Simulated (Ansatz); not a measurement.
CH9BN2Si can be A, `BN[SiH2]NC`, or B, `NBC(N)[SiH3]`.

Isolated molecules relaxed with PBE0-D4/def2-TZVP in Ansatz; ΔE leaves out vibrations. CBS: MP2 limit from def2 TZ/QZ plus the TZ coupled-cluster correction, frozen cores. Functionals use def2-TZVPP. B3LYP here is the variant with VWN-RPA as its local correlation; programs differ in this. Each species was taken in one conformer, which may not be the lowest.

Task: Which is lower in electronic energy at CCSD(T)/CBS, and by how much? (An estimate is asked.)

Result: Ansatz gave: A, by 112.8 kJ/mol.

Task: Give E(B) − E(A) in kJ/mol with B3LYP-D4, B3LYP, MP2/def2-TZVPP, CCSD/def2-TZVPP, PBE0-D4, PBE-D4, B2PLYP. (Estimate.)

Result: Ansatz gave: B3LYP-D4 112.4, B3LYP 114.5, MP2/def2-TZVPP 115.5, CCSD/def2-TZVPP 114.6, PBE0-D4 99.7, PBE-D4 93.0, B2PLYP 116.6. None reverses the order clearly.

Largest T1 diagnostic: 0.012.

In def2-TZVPP, CCSD(T) changes the Hartree–Fock value by −23.6 kJ/mol (the triples alone add −3.1 kJ/mol) and MP2 by −19.6 kJ/mol. From PBE to PBE0 (25 % exact exchange), in def2-TZVPP and without D4, E(B) − E(A) moves by +6.5 kJ/mol.
